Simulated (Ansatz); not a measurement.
Ansatz (a quantum-chemistry and plane-wave program) input (B3LYP/def2-TZVPD):

Ansatz 0.2 input:
```yaml
crystal:
  periodic: [false, false, false]
  atoms:
    - {symbol: Si, position_ang: [-0.90678580, -0.15589488, -0.54735394]}
    - {symbol: C, position_ang: [-1.24012468, 1.65484324, -0.60681998]}
    - {symbol: C, position_ang: [-1.87821877, -0.96121358, 0.82764764]}
    - {symbol: O, position_ang: [0.70611565, -0.41628373, -0.34355321]}
    - {symbol: Si, position_ang: [2.04319997, 0.03871930, 0.47879870]}
    - {symbol: H, position_ang: [-1.26300999, -0.78668507, -1.84307801]}
    - {symbol: H, position_ang: [-0.52983755, 2.36976331, -1.00891899]}
    - {symbol: H, position_ang: [-2.17978944, 2.09245563, -0.28629291]}
    - {symbol: H, position_ang: [-1.68779276, -2.03576791, 0.85792542]}
    - {symbol: H, position_ang: [-1.61181226, -0.53991862, 1.79920845]}
    - {symbol: H, position_ang: [-2.95056937, -0.81323020, 0.67769162]}
    - {symbol: H, position_ang: [3.16875662, -0.82234958, 0.05673799]}
    - {symbol: H, position_ang: [1.83235107, -0.11046981, 1.93936840]}
    - {symbol: H, position_ang: [2.37304096, 1.45515231, 0.19059084]}
basis:
  gaussian:
    orbitals: def2-TZVPD
hamiltonian:
  xc: {name: B3LYP}
magnetization: {spin_polarized: true, initial_magnetization: 1}
output: {forces: true}
```

Output:

```
Functional definition: B3LYP
integrals: 0.27 GiB planned
1569 factors; their error is unknown
0.40 GiB of the device are held for the grids
1.85 GiB of device memory are held for the factors and their scratch space
mean field: 2.24 GiB planned
mean field evaluation 1: about -20014.7427 eV, gradient 5.9e1 eV
mean field evaluation 2: about -19998.1810 eV, gradient 8.5e1 eV
mean field evaluation 4: about -20027.8687 eV, gradient 4.7e0 eV
mean field evaluation 8: about -20027.9634 eV, gradient 6.6e-2 eV
mean field evaluation 16: about -20027.9551 eV, gradient 1.9e-4 eV
mean field -20027.95513714 eV, -736.0137758542 hartree, gradient 9.8e-6 eV, S^2 0.753505; 0 other end points of the search recorded, 0 dependent functions left out
the calculation of the forces begins
reference -20027.95548664 eV, -736.0137886981 hartree; 29, 28 occupied and 252, 253 virtual orbitals, 1569 factors
Total energy: -20027.95548664 eV, -736.0137886981 hartree
Atom 0 at    -0.906786    -0.155895    -0.547354 Å, force    -0.036489    -0.011122    -0.015735 eV/Å
Atom 1 at    -1.240125     1.654843    -0.606820 Å, force    -0.015279     0.028798    -0.017104 eV/Å
Atom 2 at    -1.878219    -0.961214     0.827648 Å, force    -0.019134    -0.016998     0.010547 eV/Å
Atom 3 at     0.706116    -0.416284    -0.343553 Å, force     0.020882    -0.009117    -0.010147 eV/Å
Atom 4 at     2.043200     0.038719     0.478799 Å, force     0.073233    -0.003241     0.016824 eV/Å
Atom 5 at    -1.263010    -0.786685    -1.843078 Å, force    -0.003354    -0.006562    -0.015602 eV/Å
Atom 6 at    -0.529838     2.369763    -1.008919 Å, force    -0.006129     0.020368    -0.005929 eV/Å
Atom 7 at    -2.179789     2.092456    -0.286293 Å, force    -0.007800     0.017542    -0.002045 eV/Å
Atom 8 at    -1.687793    -2.035768     0.857925 Å, force    -0.008720    -0.011236     0.005462 eV/Å
Atom 9 at    -1.611812    -0.539919     1.799208 Å, force    -0.012063    -0.006134     0.014841 eV/Å
Atom 10 at    -2.950569    -0.813230     0.677692 Å, force    -0.010899    -0.006305     0.007225 eV/Å
Atom 11 at     3.168757    -0.822350     0.056738 Å, force     0.005751    -0.001358     0.000710 eV/Å
Atom 12 at     1.832351    -0.110470     1.939368 Å, force     0.008861     0.000033     0.009244 eV/Å
Atom 13 at     2.373041     1.455152     0.190591 Å, force     0.011140     0.005332     0.001705 eV/Å
Dipole moment:    -0.162366     0.106575     0.113908 e Å
```

It need not be the lowest isomer of its formula.
